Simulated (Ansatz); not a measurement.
`C=NC(F)[SiH3]` + `[GaH2][SeH]` → `[SiH3][Se][GaH2]` + `C=NCF` at 298.15 K and 1 bar (ligand exchange at the Si–C bond).

Gas-phase electronic energies from Ansatz, PBE0-D4/def2-TZVP geometries. CBS: MP2 limit from def2 TZ/QZ plus the TZ coupled-cluster correction, frozen cores. For Ga, Se outer-core shells are correlated without core-valence functions, which leaves a few kJ/mol of doubt a bond. Scalar relativity is left out up to krypton. One conformer a species, not always the lowest.

```csv
species,CCSD(T)/CBS energy (Eh),H − E (kJ/mol),S (J/(mol·K))
`C=NC(F)[SiH3]`,-523.23898,219.2,331.2
`[GaH2][SeH]`,-4326.46797,70.5,291.2
`[SiH3][Se][GaH2]`,-4616.77283,124.8,355.1
`C=NCF`,-232.96675,176.0,277.4
```

H − E and S are ideal-gas, rigid-rotor, harmonic terms from PBE0-D4/def2-TZVP, for one conformer and one mirror image of each species. 1 Eh = 2625.50 kJ/mol, R = 8.31446 J/(mol·K).

Problem. By hand: ΔE, ΔH, ΔS and ΔG.

Solution. ΔE = (-4616.77283) + (-232.96675) − (-523.23898) − (-4326.46797) = -0.03263 Eh = -85.7 kJ/mol. Δ(H − E) = 124.8 + 176.0 − 219.2 − 70.5 = 11.1, so ΔH = -74.6 kJ/mol. ΔS = 355.1 + 277.4 − 331.2 − 291.2 = 10.1 J/(mol·K). ΔG = -74.6 − 298.15 × (10.1)/1000 = -77.6 kJ/mol.

Problem. By hand: the equilibrium constant, and the temperature at which ΔG would vanish if ΔH and ΔS stayed fixed.

Solution. log₁₀ K = −ΔG/(RT ln 10) = 13.6. ΔH and −TΔS have one sign here, so there is no such temperature.

The number of gas molecules stays the same, so ΔS is small and ΔH decides. A doubt of 5 kJ/mol in ΔE shifts log₁₀ K by 0.9 here. Other conformers and mirror images would add mixing entropy, several J/(mol·K) or more a flexible species. These are equilibria of isolated gas molecules and say nothing of rates. Largest T1 diagnostic: 0.013 (customary marks: 0.02 for closed shells, 0.045 for open ones).

ΔS is within the doubt of such terms, so its sign, and with it that verdict, could turn.
